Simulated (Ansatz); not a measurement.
Si₂₀H₃₀, a nanocrystal cut from cubic silicon. Charge 0, multiplicity 1. Geometry PBE-D4/def2-SVP, basis def2-SVP, Ansatz.

Cartesian coordinates in Å:
```
Si -2.1476 -1.8476 0.8433
Si 0.7958 -2.1744 3.3961
Si 0.4289 -2.1105 -2.0241
Si 3.2537 -2.4234 0.6603
Si -1.9146 1.0165 3.4917
Si -2.0715 0.8347 -1.9366
Si -1.8409 3.5779 0.8385
Si 0.7632 0.6298 0.6280
Si 3.3350 0.4826 -2.3531
Si 0.9498 3.2924 -2.2712
Si -0.9504 -3.2920 2.2700
Si -3.3362 -0.4828 2.3529
Si -0.7640 -0.6294 -0.6284
Si 2.0712 -0.8335 1.9365
Si 1.8423 -3.5766 -0.8376
Si 1.9143 -1.0176 -3.4918
Si -0.4291 2.1102 2.0248
Si -3.2526 2.4248 -0.6593
Si -0.7958 2.1739 -3.3973
Si 2.1465 1.8482 -0.8440
H -3.1313 -2.6594 0.0306
H 0.2213 -1.3673 4.5305
H 1.7227 -3.2069 3.9937
H -0.5578 -2.9220 -2.8333
H 3.8568 -3.4218 1.6203
H 4.3838 -1.7890 -0.1070
H -1.1768 0.2760 4.5760
H -2.7622 2.0753 4.1571
H -3.0564 0.0206 -2.7455
H -2.6982 4.3041 1.8484
H -1.0520 4.6139 0.0817
H 4.4244 -0.2923 -1.6596
H 3.9932 1.3884 -3.3673
H 0.3844 4.4698 -1.5213
H 1.9209 3.8277 -3.2971
H -1.9212 -3.8276 3.2961
H -0.3855 -4.4692 1.5194
H -3.9935 -1.3893 3.3671
H -4.4263 0.2920 1.6604
H 3.0547 -0.0187 2.7463
H 1.0547 -4.6134 -0.0806
H 2.6997 -4.3019 -1.8480
H 2.7626 -2.0768 -4.1556
H 1.1768 -0.2785 -4.5773
H 0.5581 2.9203 2.8348
H -4.3818 1.7900 0.1089
H -3.8570 3.4231 -1.6186
H -1.7222 3.2055 -3.9971
H -0.2205 1.3650 -4.5300
H 3.1306 2.6596 -0.0315
```

```
run  HOMO (eV)  LUMO (eV)
  A      -6.93      -1.88
  B      -6.59      -2.12
  C      -8.37      -0.37
  D      -9.31       0.36
  E      -7.29      -1.53
  F      -6.31      -2.18
```

Single mean-field runs in def2-SVP are fitted with def2-universal-jkfit.

The runs used CAM-B3LYP, PBE, PBE0, r2SCAN, r2SCANh, ωB97X-V. Estimate which is which.

A r2SCANh (10 % exact exchange); B r2SCAN (0 % exact exchange); C CAM-B3LYP (range-separated); D ωB97X-V (range-separated); E PBE0 (25 % exact exchange); F PBE (0 % exact exchange). Exact exchange lowers occupied and raises empty levels; among semilocal functionals meta-GGAs tend to open the gap a little, and such runs are hard to tell apart. The gap grows from 4.14 eV (PBE) to 9.67 eV (ωB97X-V).
